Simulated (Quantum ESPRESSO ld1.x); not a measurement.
Species: the germanium ion Ge2+. Configuration: [Ne] 3s2 3p5.5 3d10 4s2 4d0.5 (fractional occupations, a model configuration). All-electron calculation, scalar-relativistic Kohn-Sham, LDA (Slater exchange, VWN5 correlation), spin-polarised, spherical densities, point nucleus; open shells are filled with parallel spins first. Program: ld1.x of Quantum ESPRESSO 7.5.

Radial electron density D(r) = 4 pi r^2 rho(r):

r (bohr),D(r) (e/bohr),spin D(r)
0.001568,0.7504,-0.00000663
0.002075,1.252,-0.0000103
0.002768,2.097,-0.0000150
0.003662,3.414,-0.0000181
0.004884,5.528,-0.0000102
0.006463,8.615,0.0000378
0.008551,13.00,0.000209
0.0114,18.97,0.000753
0.01509,25.88,0.00223
0.02013,32.99,0.00621
0.02663,38.00,0.0156
0.03523,39.14,0.0360
0.04699,36.02,0.0771
0.06218,32.12,0.142
0.08293,32.98,0.223
0.1097,40.02,0.266
0.1452,45.63,0.207
0.1936,40.15,0.0591
0.2562,27.85,0.0475
0.3417,23.12,0.397
0.4522,27.37,0.862
0.5983,26.65,0.924
0.7979,16.96,0.530
1.056,7.769,0.161
1.408,3.345,0.0392
1.863,1.763,0.0813
2.465,0.8332,0.151
3.288,0.3049,0.161
4.35,0.1124,0.0988
5.802,0.03036,0.0300
7.677,0.003879,0.00388
10.16,0.0001618,0.000162

D(r) has 3 maxima, at r = 0.0328, 0.149, 0.514 bohr, and minima at 0.0695, 0.328 bohr, inside which lie 2.08, 11.03 electrons.
